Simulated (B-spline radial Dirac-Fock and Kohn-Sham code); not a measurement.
The K (1s) hole of tantalum ions: width and yield against charge

Method: one-electron (LDA, Dirac) transition rates at Dirac-Fock energies. Computed with a radial finite-basis atomic code. Tabulated ground configurations, configuration averages; single configurations, so decays that open only by mixing (as 1s 2s² with 1s 2p² in Be-like ions) are missing and such tiny yields are far too low.

| ion | configuration | radiative (eV) | non-radiative (eV) | yield |
| --- | --- | --- | --- | --- |
| Ta | [Xe] 4f14 5d3 6s2 | 35.2 | 1.55 | 0.958 |
| Ta⁺ | [Xe] 4f14 5d3 6s1 | 35.2 | 1.55 | 0.958 |
| Ta²⁺ | [Xe] 4f14 5d3 | 35.2 | 1.55 | 0.958 |
| Ta³⁺ | [Xe] 4f14 5d2 | 35.2 | 1.55 | 0.958 |
| Ta⁴⁺ | [Xe] 4f14 5d1 | 35.2 | 1.55 | 0.958 |
| Ta⁵⁺ | [Xe] 4f14 | 35.2 | 1.55 | 0.958 |
| Ta⁶⁺ | [Xe] 4f13 | 35.2 | 1.55 | 0.958 |
| Ta⁷⁺ | [Kr] 4d10 4f13 5s2 5p5 | 35.2 | 1.55 | 0.958 |
